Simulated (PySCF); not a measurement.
C$_{2}$H$_{8}$SiZn, singlet, geometry from GFN2-xTB (such geometries of metal compounds can be far from the true shape); DF-R2SCAN/STO-3G in PySCF.

The PySCF input:
```python
from pyscf import gto, scf, dft

mol = gto.M(
    atom='''
Zn    0.320853   -0.231647    0.008303
C    -0.392746   -1.354841   -1.601609
C    -1.739875   -0.754472   -2.022455
H    -0.550705   -2.408632   -1.361671
H     0.269186   -1.346392   -2.470247
H    -1.633029    0.285661   -2.334605
H    -2.465278   -0.791782   -1.208050
H    -2.165110   -1.306372   -2.864452
Si    0.563062    1.406606    1.787841
H     0.024126    0.983903    3.089830
H    -0.130830    2.676109    1.515872
H     1.938906    1.820300    2.098854
''',
    basis='sto-3g',
    charge=0,
    spin=0,
    verbose=4,
    max_memory=1800,
)

mf = dft.RKS(mol)
mf.xc = 'r2scan'
mf = mf.density_fit(auxbasis='def2-universal-jkfit')
mf.kernel()
```

The log (banner, timings and long lists left out):

```
PySCF version 2.14.0

[INPUT] verbose = 4
[INPUT] num. atoms = 12
[INPUT] num. electrons = 64
[INPUT] charge = 0
[INPUT] spin (= nelec alpha-beta = 2S) = 0
[INPUT] symmetry False subgroup None
[INPUT] Mole.unit = angstrom
[INPUT] Symbol           X                Y                Z      unit          X                Y                Z       unit  Magmom
[...]
nuclear repulsion = 293.231687408165
number of shells = 27
number of NR pGTOs = 135
number of NR cGTOs = 45
basis = sto-3g
ecp = {}

******** <class 'pyscf.df.df_jk.DFRKS'> ********
method = DFRKS
initial guess = minao
damping factor = 0
level_shift factor = 0
DIIS = <class 'pyscf.scf.diis.CDIIS'>
diis_start_cycle = 1
diis_space = 8
diis_damp = 0
SCF conv_tol = 1e-09
SCF conv_tol_grad = None
SCF max_cycles = 50
direct_scf = False
XC library pyscf.dft.libxc version 7.1.2
    S. Lehtola, C. Steigemann, M. J. T. Oliveira, and M. A. L. Marques,  SoftwareX 7, 1–5 (2018)
XC functionals = r2scan
    J. W. Furness, A. D. Kaplan, J. Ning, J. P. Perdew, and J. Sun,  J. Phys. Chem. Lett. 11, 8208–8215 (2020)
    J. W. Furness, A. D. Kaplan, J. Ning, J. P. Perdew, and J. Sun,  J. Phys. Chem. Lett. 11, 9248–9248 (2020)
    J. W. Furness, A. D. Kaplan, J. Ning, J. P. Perdew, and J. Sun,  J. Phys. Chem. Lett. 11, 8208–8215 (2020)
    J. W. Furness, A. D. Kaplan, J. Ning, J. P. Perdew, and J. Sun,  J. Phys. Chem. Lett. 11, 9248–9248 (2020)
radial grids:
    Treutler-Ahlrichs [JCP 102, 346 (1995); DOI:10.1063/1.469408] (M4) radial grids

becke partition: Becke, JCP 88, 2547 (1988); DOI:10.1063/1.454033
pruning grids: <function nwchem_prune>
grids dens level: 3
symmetrized grids: False
atomic radii adjust function: <function treutler_atomic_radii_adjust>
small_rho_cutoff = 0
Set gradient conv threshold to 3.16228e-05
Initial guess from minao.
tot grids = 146520
init E= -2122.53677153021
[...]
cycle= 1 E= -2116.60551376928  delta_E= 5.93  |g|= 3.97  |ddm|= 6.53
[...]
cycle= 2 E= -2116.7530819576  delta_E= -0.148  |g|=  1.7  |ddm|= 6.23
[...]
cycle= 3 E= -2077.7727793931  delta_E=   39  |g|= 5.42  |ddm|= 13.7
[...]
cycle= 4 E= -2082.8532621714  delta_E= -5.08  |g|= 4.84  |ddm|= 5.36
[...]
cycle= 5 E= -2083.06877601562  delta_E= -0.216  |g|=  5.2  |ddm|= 0.463

WARN: HOMO 0.394048760874086 == LUMO 0.394755963697235

cycle= 6 E= -2096.02510469038  delta_E=  -13  |g|=  4.6  |ddm|= 4.08
[...]
cycle= 7 E= -2096.28397584003  delta_E= -0.259  |g|= 5.01  |ddm|=  2.9

WARN: HOMO 0.363599059144272 == LUMO 0.36403164250515

[...]
[...]
cycle= 20 E= -2112.58772521393  delta_E= -25.7  |g|= 3.35  |ddm|= 11.6
[...]
cycle= 21 E= -2113.83864421718  delta_E= -1.25  |g|= 3.17  |ddm|= 8.95
[...]
cycle= 22 E= -2098.19077807764  delta_E= 15.6  |g|= 9.26  |ddm|= 13.2
[...]
cycle= 23 E= -2074.81304984403  delta_E= 23.4  |g|=  6.3  |ddm|= 6.34
[...]
cycle= 24 E= -2091.63691120388  delta_E= -16.8  |g|= 7.46  |ddm|= 8.43
[...]
cycle= 25 E= -2091.67444328822  delta_E= -0.0375  |g|= 7.43  |ddm|= 0.285
[...]
cycle= 26 E= -2091.89210308912  delta_E= -0.218  |g|= 7.58  |ddm|= 0.598
[...]
cycle= 27 E= -2104.10771315403  delta_E= -12.2  |g|=   10  |ddm|= 7.44
[...]
cycle= 28 E= -2087.80364549818  delta_E= 16.3  |g|= 6.39  |ddm|= 7.61
[...]
cycle= 29 E= -2106.72853845155  delta_E= -18.9  |g|= 3.18  |ddm|= 11.7
[...]
cycle= 30 E= -2090.73084745842  delta_E=   16  |g|= 2.22  |ddm|= 14.5
[...]
cycle= 31 E= -2057.31279122233  delta_E= 33.4  |g|=  4.6  |ddm|= 20.8
[...]
cycle= 32 E= -2058.24580467405  delta_E= -0.933  |g|= 4.64  |ddm|= 0.815
[...]
cycle= 33 E= -2058.1893547381  delta_E= 0.0564  |g|= 4.59  |ddm|= 0.172
[...]
cycle= 34 E= -2058.32528828709  delta_E= -0.136  |g|= 4.66  |ddm|= 0.211
[...]
cycle= 35 E= -2058.35455133467  delta_E= -0.0293  |g|= 4.67  |ddm|= 0.197
[...]
cycle= 36 E= -2059.50158466885  delta_E= -1.15  |g|= 5.66  |ddm|= 0.829
[...]
cycle= 37 E= -2058.59760756604  delta_E= 0.904  |g|= 5.06  |ddm|= 1.24
[...]
cycle= 38 E= -2101.38692533747  delta_E= -42.8  |g|= 3.15  |ddm|= 12.2
[...]
cycle= 39 E= -2083.90708915619  delta_E= 17.5  |g|= 1.56  |ddm|= 16.6
[...]
cycle= 40 E= -2056.28673751337  delta_E= 27.6  |g|= 3.46  |ddm|= 20.6
[...]
cycle= 41 E= -2056.45340909888  delta_E= -0.167  |g|= 3.38  |ddm|= 0.159
[...]
cycle= 42 E= -2056.56119938338  delta_E= -0.108  |g|= 3.33  |ddm|= 0.119
[...]
cycle= 43 E= -2056.55914483651  delta_E= 0.00205  |g|= 3.32  |ddm|= 0.0164
[...]
cycle= 44 E= -2089.76410559209  delta_E= -33.2  |g|= 5.87  |ddm|= 7.94
[...]
cycle= 45 E= -2076.68612176085  delta_E= 13.1  |g|= 4.23  |ddm|= 6.74
[...]
cycle= 46 E= -2070.39542278733  delta_E= 6.29  |g|= 5.12  |ddm|= 3.67
[...]
cycle= 47 E= -2080.59404454532  delta_E= -10.2  |g|= 4.85  |ddm|= 3.66
[...]
cycle= 48 E= -2083.80997084209  delta_E= -3.22  |g|= 1.47  |ddm|= 20.5
[...]
cycle= 49 E= -2056.26608627769  delta_E= 27.5  |g|= 3.24  |ddm|= 20.6
[...]
cycle= 50 E= -2056.26097275464  delta_E= 0.00511  |g|= 3.23  |ddm|= 0.0083
SCF not converged.
SCF energy = -2056.26097275464
```

Convergence was not reached.
